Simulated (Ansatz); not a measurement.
`CO[SiH3]` and `CO[SiH2]CN` differ in one atom or group.

Ansatz, PBE0-D4/def2-TZVP geometries, multiplicity 1. Each molecule was computed in one conformer, which needn't be the lowest.

| property | `CO[SiH3]` |
| --- | --- |
| HOMO energy (PBE0/def2-TZVPP) / eV | -8.19 |
| LUMO energy (ωB97M-V/def2-TZVPP) / eV | 1.95 |
| HOMO–LUMO gap (B3LYP/def2-TZVPP) / eV | 8.03 |
| size of the dipole moment (B3LYP/def2-TZVPP) / D | 1.10 |
| LUMO energy (B3LYP/def2-TZVPP) / eV | 0.06 |
| size of the dipole moment (PBE/def2-TZVPP) / D | 1.04 |

(1) Give the same properties after the change, and the shifts. (Best estimate.)

## Answers

(1) Ansatz gave: 
```json
{"property": "HOMO energy (PBE0/def2-TZVPP) / eV", "`CO[SiH2]CN`": "-6.90", "shift": "1.29"}
{"property": "LUMO energy (ωB97M-V/def2-TZVPP) / eV", "`CO[SiH2]CN`": "2.27", "shift": "0.32"}
{"property": "HOMO–LUMO gap (B3LYP/def2-TZVPP) / eV", "`CO[SiH2]CN`": "7.16", "shift": "-0.87"}
{"property": "size of the dipole moment (B3LYP/def2-TZVPP) / D", "`CO[SiH2]CN`": "1.94", "shift": "0.84"}
{"property": "LUMO energy (B3LYP/def2-TZVPP) / eV", "`CO[SiH2]CN`": "0.48", "shift": "0.42"}
{"property": "size of the dipole moment (PBE/def2-TZVPP) / D", "`CO[SiH2]CN`": "1.91", "shift": "0.87"}
```

With PBE0 the HOMO rises by 1.29 eV and the LUMO rises by 0.49 eV, so the gap narrows by about 0.80 eV. PBE moves the HOMO by 1.22 eV and ωB97M-V by 1.29 eV. Dipoles are sizes alone; their direction can turn.

B3LYP here is the variant with VWN-RPA as its local correlation; programs differ in this.
